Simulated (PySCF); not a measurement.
Compound: C6H14N2Si2.
Numbering: `[CH3:1][n:2]1[cH:3][cH:4][c:5]([C@H:6]([SiH3:7])[NH:8][SiH3:9])[cH:10]1` (hydrogens: H11, H12, H13 on C1; H14 on C3; H15 on C4; H16 on C6; H17, H18, H19 on Si7; H20 on N8; H21, H22, H23 on Si9; H24 on C10)

Geometry (PBE0-D3(BJ)/def2-SVP, Å), atoms numbered from 1 in this order:
```
atom  x, y, z in Å
C1    -3.066    1.530   -0.801
N2    -2.125    0.486   -0.497
C3    -2.420   -0.842   -0.366
C4    -1.267   -1.514   -0.021
C5    -0.221   -0.547    0.060
C6     1.217   -0.786    0.421
Si7    1.400   -1.378    2.226
N8     2.092    0.362    0.245
Si9    2.846    0.772   -1.264
C10   -0.794    0.676   -0.235
H11   -3.982    1.088   -1.215
H12   -3.335    2.112    0.097
H13   -2.649    2.218   -1.551
H14   -3.431   -1.208   -0.531
H15   -1.179   -2.587    0.146
H16    1.609   -1.610   -0.204
H17    0.463   -2.498    2.546
H18    2.803   -1.825    2.486
H19    1.090   -0.213    3.114
H20    1.935    1.106    0.917
H21    3.833    1.858   -0.981
H22    1.928    1.261   -2.348
H23    3.537   -0.445   -1.789
H24   -0.345    1.665   -0.297
```

Computed with PySCF at PBE0/pcSseg-1, non-relativistic, on one gas-phase PBE0-D3(BJ)/def2-SVP geometry that isn't relaxed in the solvent. The solvent is an IEF-PCM continuum (Bondi radii, 1.10 Å for H, scaled by 1.2). Only the electrostatic response of the medium enters.

| run | E − E(gas) (kJ/mol) | HOMO (eV) | HOMO–LUMO gap (eV) | dipole (D) |
| --- | --- | --- | --- | --- |
| gas | 0.00 | -6.00 | 6.60 | 3.00 |
| P | -24.35 | -6.03 | 6.66 | 3.75 |
| Q | -23.64 | -6.03 | 6.66 | 3.73 |

**Question.** The runs were made in acetonitrile and water. Which run belongs to which solvent?

**Answer.** P = water, Q = acetonitrile. The dielectric constants are 35.69 (acetonitrile), 78.36 (water), and the energy falls further as ε rises. In this model the ground state sees the solvent through ε alone.

**Question.** How constant is the ratio of the lowering to (ε − 1)/(2ε + 1)?

**Answer.** 
```tsv
solvent	(ε − 1)/(2ε + 1)	E − E(gas) (kJ/mol)	ratio (kJ/mol)	polarisation term (kJ/mol)
acetonitrile	0.479	-23.64	-49.3	-26.74
water	0.490	-24.35	-49.7	-27.65
```

The ratio changes by +0.7 % in size from acetonitrile to water. The polarisation term is half the interaction of the solute with the induced surface charges.
